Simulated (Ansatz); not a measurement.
Reaction (substitution at a C–B bond): `C#CBN` + `C[SiH2]SS` → `C#CSS[SiH2]C` + `BN`

Computed with Ansatz on PBE0-D4/def2-TZVP structures; ΔE is electronic, products minus reactants. CCSD(T)/CBS is the MP2 limit (def2-TZVPP, def2-QZVPP) plus CCSD(T) − MP2 in def2-TZVPP, frozen cores. This one scheme is used for every species. DFT in def2-TZVPP. One conformer a species, not always the lowest.

`C#CBN`:

Cartesian coordinates in Å:
```
C -1.316 0.560 1.648
C -0.644 0.040 0.792
B 0.195 -0.652 -0.280
N 0.957 0.097 -1.166
H -1.911 1.017 2.405
H 0.206 -1.844 -0.369
H 1.521 -0.321 -1.885
H 0.992 1.102 -1.145
```

`C[SiH2]SS`:

Z-matrix (Å, degrees):
```
C
Si 1 1.861
H 1 1.092 2 110.7
H 1 1.093 2 110.1 3 120.1
H 1 1.092 2 110.3 3 -120.3
S 2 2.151 1 112.2 3 61.0
H 2 1.487 1 110.9 3 -177.5
H 2 1.489 1 111.6 3 -55.0
S 6 2.065 2 98.3 1 60.8
H 9 1.346 6 98.1 2 88.4
```

`C#CSS[SiH2]C`:

```xyz
12

C     1.771    3.173    0.478
C     0.785    2.783   -0.096
S    -0.629    2.327   -0.865
S    -0.192    0.434   -1.589
Si   -0.743   -0.663    0.183
C    -0.434   -2.468   -0.171
H     2.646    3.513    0.980
H    -2.174   -0.398    0.479
H     0.088   -0.174    1.312
H    -0.704   -3.068    0.702
H    -1.033   -2.811   -1.017
H     0.619   -2.648   -0.395
```

`BN`:

Z-matrix (Å, degrees):
```
B
N 1 1.385
H 1 1.197 2 119.0
H 1 1.197 2 119.0 3 -180.0
H 2 1.006 1 123.2 3 -0.0
H 2 1.006 1 123.2 3 180.0
```

| level | ΔE (kJ/mol) | difference from CCSD(T)/CBS |
| --- | --- | --- |
| PBE-D4 | 73.1 | -11.2 |
| r2SCAN-D4 | 78.5 | -5.8 |
| ωB97X-V | 82.6 | -1.7 |
| ωB97M-V | 84.4 | 0.1 |
| PBE0 | 80.7 | -3.6 |
| MP2/def2-TZVPP | 77.2 | -7.1 |
| SCS-MP2/def2-TZVPP | 79.5 | -4.8 |
| HF/def2-QZVPP | 96.2 | 11.9 |
| MP2/CBS(def2) | 77.9 | -6.4 |
| CCSD/CBS(def2) | 88.3 | 4.0 |
| CCSD(T)/CBS | 84.3 | 0 |

Largest T1 diagnostic among the species: 0.014.

The D4 term adds −3.9 kJ/mol with B3LYP and −2.2 kJ/mol with PBE0; it sums over pairs of atoms, weighted by their polarisabilities, and B3LYP, whose exchange is more repulsive, gets the larger term. From PBE to PBE0 (25 % exact exchange), in def2-TZVPP and without D4, ΔE moves by +5.3 kJ/mol. In def2-TZVPP, CCSD(T) changes the Hartree–Fock value by −12.3 kJ/mol (the triples alone add −4.0 kJ/mol) and MP2 by −18.7 kJ/mol.

B3LYP here is the variant with VWN-RPA as its local correlation; programs differ in this.
